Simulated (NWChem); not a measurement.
System meant: C2H4BF2N; SMILES C=C(F)B(N)F

Here is an NWChem input.

```
start job
memory heap 200 mb stack 900 mb global 1100 mb
geometry units angstroms noautoz
  C     -1.200745    -1.538673     0.184269
  C     -0.088039    -0.808749    -0.024833
  F      1.081239    -1.450294    -0.276983
  B      0.034537     0.766607     0.025292
  N     -1.071343     1.609483    -0.166596
  F      1.242771     1.314001     0.271262
  H     -1.181236    -2.638929     0.150442
  H     -2.152397    -1.039789     0.415494
  H     -1.995283     1.270396    -0.427448
  H     -0.997573     2.624481    -0.094153
end
basis spherical
  * library def2-svp
end
dft
  xc pbe0
  iterations 4
  mulliken
end
task dft energy
```

End of the output:

```
    Atom       Charge   Shell Charges
 -----------   ------   -------------------------------------------------------
    1 C    6     6.10   1.97  0.61  0.32  1.87  1.27  0.06
    2 C    6     5.94   1.97  0.63  0.31  1.79  1.08  0.16
    3 F    9     9.08   1.98  1.02  0.74  3.21  2.13  0.01
    4 B    5     5.17   1.96  0.50  0.21  1.45  0.63  0.42
    5 N    7     6.98   1.97  0.67  0.40  2.24  1.68  0.03
    6 F    9     8.99   1.98  0.99  0.71  3.20  2.10  0.01
    7 H    1     0.96   0.62  0.27  0.07
    8 H    1     0.96   0.62  0.27  0.07
    9 H    1     0.91   0.59  0.20  0.12
   10 H    1     0.90   0.59  0.20  0.12

 center of mass
 --------------
 x =   0.17882165 y =   0.01029997 z =  -0.00178571

 moments of inertia (a.u.)
 ------------------
         616.002259754440          -0.000000000000          -0.000000000000
          -0.000000000000         354.611193731242          -0.000000000000
          -0.000000000000          -0.000000000000         943.264325161921

     Multipole analysis of the density
     ---------------------------------

     L   x y z        total         alpha         beta         nuclear
     -   - - -        -----         -----         ----         -------
     0   0 0 0     -0.000000    -23.000000    -23.000000     46.000000

     1   1 0 0     -1.347715     -0.673857     -0.673857     -0.000000
     1   0 1 0      0.528601      0.264300      0.264300     -0.000000
     1   0 0 1     -0.104712     -0.052356     -0.052356     -0.000000

     2   2 0 0    -23.660725   -104.956737   -104.956737    186.252748
     2   1 1 0     -1.625144     -0.907776     -0.907776      0.190409
     2   1 0 1      0.269928      0.320622      0.320622     -0.371315
     2   0 2 0    -22.033452   -172.137851   -172.137851    322.242250
     2   0 1 1     -0.912648      2.054176      2.054176     -5.021001
     2   0 0 2    -25.647865    -16.623470    -16.623470      7.599075

 ------------------------------------------------------------------------
 dft energy failed                                                                                  0
 ------------------------------------------------------------------------
 ------------------------------------------------------------------------
  current input line :
    23: task dft energy
 ------------------------------------------------------------------------
 ------------------------------------------------------------------------
 This type of error is most commonly associated with calculations not reaching convergence criteria
 ------------------------------------------------------------------------
 For more information see the NWChem manual at https://nwchemgit.github.io

0:dft energy failed:Received an Error in Communication
```

Task: What is wrong, and how is it mended?

Result: Convergence was not reached. Cause: the SCF was allowed too few iterations. This input runs:
```
start job
memory heap 200 mb stack 900 mb global 1100 mb
geometry units angstroms noautoz
  C     -1.200745    -1.538673     0.184269
  C     -0.088039    -0.808749    -0.024833
  F      1.081239    -1.450294    -0.276983
  B      0.034537     0.766607     0.025292
  N     -1.071343     1.609483    -0.166596
  F      1.242771     1.314001     0.271262
  H     -1.181236    -2.638929     0.150442
  H     -2.152397    -1.039789     0.415494
  H     -1.995283     1.270396    -0.427448
  H     -0.997573     2.624481    -0.094153
end
basis spherical
  C library def2-svp
  F library def2-svp
  B library def2-svp
  N library def2-svp
  H library def2-svp
end
dft
  xc pbe0
  iterations 150
  mulliken
end
task dft energy
```
It converges to -357.34309 Ha (PBE0/def2-SVP).
